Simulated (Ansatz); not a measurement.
Total energies of CH$_{4}$InNO$_{2}$ (`N=C(O)[O][InH2]`).

```
atom   x (Å)   y (Å)   z (Å)
  N1   1.515  -0.278  -0.400
  C2   0.681   0.676  -0.273
  O3   1.087   1.933  -0.521
  O4  -0.588   0.678   0.077
 In5  -1.704  -0.929   0.589
  H6   1.106  -1.181  -0.190
  H7   2.016   1.854  -0.770
  H8  -3.258  -0.350   0.942
  H9  -0.856  -2.404   0.545
```

Charge 0, multiplicity 1. Correlated methods include outer-core shells of In, which these sets cover unevenly. In: def2 effective core potential. The structure was optimised at the PBE0-D4/def2-TZVP level. It is one conformer, not always the lowest. Basis def2-TZVPP, Ansatz 0.2.0.

RPA on PBE orbitals: Hartree–Fock energy of these orbitals -433.61233 Eh, correlation -1.69440 Eh (frozen core).

| functional | energy without D4 (Eh) | D4 term (kJ/mol) |
| --- | --- | --- |
| LDA (SPW92) | -433.76379 | – |
| PBE | -435.68449 | -17.6 |
| revPBE | -435.92639 | -54.3 |
| BLYP | -435.85542 | -38.9 |
| r2SCAN | -435.89965 | -4.2 |
| B97M-V | -435.90387 | – |
| PBE0 | -435.68197 | -14.9 |
| B3LYP | -436.02029 | -28.5 |
| r2SCANh | -435.86939 | -4.5 |
| r2SCAN0 | -435.82579 | -5.0 |
| HSE06 (plane-wave form) | -435.66914 | -13.9 |
| BHLYP | -435.73799 | -22.2 |
| CAM-B3LYP | -435.84084 | -15.1 |
| LC-ωPBE | -435.83287 | – |
| ωB97X-V | -435.85114 | – |
| ωB97M-V | -435.82306 | – |
| B2PLYP | -435.56492 | – |
| PBE-QIDH | -435.44026 | – |

B3LYP takes the VWN-RPA correlation (the form of Gaussian; ORCA's B3LYP/G). HSE06 is the plane-wave form, built on full-range PBE exchange. The double hybrids freeze the cores in their second-order part.

LC-ωPBE has ω = 0.4 bohr⁻¹.
